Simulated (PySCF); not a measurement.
# Electronic structure of Al²⁺ (aluminium, charge +2) at the UHF level

Configuration: [Ne] 3s1, 2S determinant. Computed with PySCF 2.14 in cc-pV(T+d)Z (5s4p3d1f, 39 functions), with no relativity, point nucleus.

| Item | Value |
| --- | --- |
| Total energy | -241.029568 hartree |
| One-electron energy | -327.4063 hartree |
| Hartree (Coulomb) energy | 104.0703 hartree |
| Exchange energy | -17.6936 hartree |
| Kinetic energy | 241.01667 hartree |
| ⟨S²⟩ | 0.7500 |
| ⟨L²⟩ | 0.000 |
| Sum of ⟨r⟩ | 7.309 bohr |
| Sum of ⟨r²⟩ | 9.365 bohr² |
| Density at the nucleus (Gaussians lack the cusp) | 1380 bohr⁻³ |
| Spin density at the nucleus | 3.48 bohr⁻³ |
| Langevin diamagnetic susceptibility | -7.42 ×10⁻⁶ cm³/mol |
| Time after the integrals | 0.07 s of wall time on 1 thread of Neoverse-V2 (shared host) |

```tsv
shell	electrons	mean orbital energy (hartree)	rms radius, mean of both spins (bohr)
1s α	1	-59.27154	0.139
1s β	1	-59.25945	0.139
2s α	1	-5.66647	0.677
2s β	1	-5.63926	0.677
2p α	3	-3.96929	0.672
2p β	3	-3.95905	0.672
3s α	1	-1.03115	2.39
```
